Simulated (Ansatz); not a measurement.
`C[CH]([AlH2])[GeH3]` at its PBE0-D4/def2-TZVP geometry, where that method's forces vanish. Total charge 0; spin multiplicity 1.

```
atom   x (Å)   y (Å)   z (Å)
  C1   0.691  -0.341   1.378
  C2   0.173   0.456   0.175
 Al3  -1.735   0.871   0.206
 Ge4   0.588  -0.490  -1.499
  H5   0.559   0.207   2.316
  H6   1.757  -0.580   1.294
  H7   0.158  -1.289   1.491
  H8   0.717   1.405   0.075
  H9  -2.317   1.993  -0.757
 H10  -2.700   0.059   1.174
 H11   2.075  -0.899  -1.515
 H12   0.288   0.386  -2.729
 H13  -0.257  -1.778  -1.610
```

**Question.** For each bond, give half the difference of the two atoms' forces along it (eV/Å; positive pushes the atoms apart) under PBE-D4, r2SCAN-D4, B3LYP-D4, ωB97M-V in def2-TZVPP. (An estimate is asked.)

**Answer.** Ansatz gave: 
| bond | length (Å) | PBE-D4 | r2SCAN-D4 | B3LYP-D4 | ωB97M-V |
| --- | --- | --- | --- | --- | --- |
| C1–C2 | 1.533 | -0.02 | 0.15 | 0.19 | 0.23 |
| C1–H5 | 1.094 | 0.11 | -0.03 | -0.07 | -0.09 |
| C1–H6 | 1.095 | 0.11 | -0.04 | -0.07 | -0.09 |
| C1–H7 | 1.094 | 0.11 | -0.04 | -0.06 | -0.07 |
| C2–Al3 | 1.953 | 0.00 | -0.04 | 0.03 | 0.01 |
| C2–Ge4 | 1.967 | 0.10 | 0.06 | 0.17 | 0.00 |
| C2–H8 | 1.098 | 0.10 | -0.02 | -0.12 | -0.10 |
| Al3–H9 | 1.589 | 0.04 | -0.03 | -0.09 | -0.10 |
| Al3–H10 | 1.590 | 0.05 | -0.02 | -0.09 | -0.11 |
| Ge4–H11 | 1.542 | 0.08 | -0.04 | -0.05 | -0.09 |
| Ge4–H12 | 1.540 | 0.03 | -0.06 | -0.04 | -0.06 |
| Ge4–H13 | 1.545 | 0.05 | -0.05 | -0.03 | -0.06 |

B3LYP here is the variant with VWN-RPA as its local correlation; programs differ in this.
